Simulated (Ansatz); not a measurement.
Geometry optimisation, Ansatz, RKS revPBE/def2-SVP.

input.yaml

```yaml
crystal:
  periodic: [false, false, false]
  atoms:
    - { symbol: B, position_ang: [0.0, 0.0, 0.0] }
    - { symbol: "N", position_ang: [0.0, 0.0, 1.9] }
    - { symbol: H, position_ang: [-0.877, -0.2713, 2.43] }
    - { symbol: H, position_ang: [0.877, 0.2713, 2.43] }
    - { symbol: O, position_ang: [1.2211, 0.0, -0.705] }
    - { symbol: H, position_ang: [1.5209, -0.9519, -0.8599] }
    - { symbol: H, position_ang: [-1.0305, 0.0, -0.595] }
    - { symbol: F, position_ang: [-0.2026, 1.5239, 0.5108] }
    - { symbol: H, position_ang: [-0.1429, 1.0745, 1.5229] }
basis:
  gaussian: { orbitals: def2-SVP }
hamiltonian:
  xc: revpbe
relax:
  f_tol: 0.15
  max_steps: 25
  restrain:
    - { distance: [0, 7], at: 2.52, k: 30.0 }
    - { distance: [8, 1], at: 2.26, k: 30.0 }
    - { distance: [0, 1], at: 1.55, k: 30.0 }
    - { distance: [8, 7], at: 0.92, k: 30.0 }
```

Launched with:

```bash
$ ansatz run input.yaml --threads 1 --pin off --max-ram 2048MiB --backend cpu --events-out ev --progress --plain --runs-dir out
```

Task: Where does it end, and by what steps?

Result: The run converged. The restraints hold the end off the free minimum; the threshold counts their pulls, which the force column leaves out. Restrained pairs: B1–F8 (1.62 → 2.53 Å), N2–H9 (1.15 → 2.25 Å), B1–N2 (1.90 → 1.49 Å), F8–H9 (1.11 → 0.93 Å). After 12 steps the energy has fallen by 2.256 eV (the restraints' own energy left out); H9 moved furthest, 0.92 Å.

| step | energy less start (eV) | largest force component (eV/Å) | accepted |
| --- | --- | --- | --- |
| 0 | 0.0000 | 4.572 | yes |
| 1 | -0.2026 | 2.385 | yes |
| 2 | -0.2320 | 2.230 | yes |
| 3 | -0.6686 | 2.069 | yes |
| 4 | -1.5139 | 1.336 | yes |
| 5 | -1.7712 | 1.776 | yes |
| 6 | -1.9751 | 1.742 | yes |
| 7 | -2.0493 | 2.162 | yes |
| 8 | -2.2252 | 1.805 | yes |
| 9 | -2.1836 | 1.699 | no |
| 10 | -2.2519 | 1.702 | yes |
| 11 | -2.2518 | 1.824 | no |
| 12 | -2.2557 | 1.760 | yes |

```xyz
9
Properties=species:S:1:pos:R:3
B 0.080 -0.298 0.361
N 0.003 -0.225 1.851
H -0.857 -0.488 2.333
H 0.848 -0.388 2.405
O 1.338 -0.331 -0.195
H 1.291 -0.307 -1.166
H -0.950 -0.415 -0.277
F -0.218 2.213 0.224
H -0.170 1.885 1.097
```

Run time: 12 s on 1 thread of AMD EPYC 9R45 96-Core Processor (Zen 5), on a shared host, peak memory 0.16 GiB.
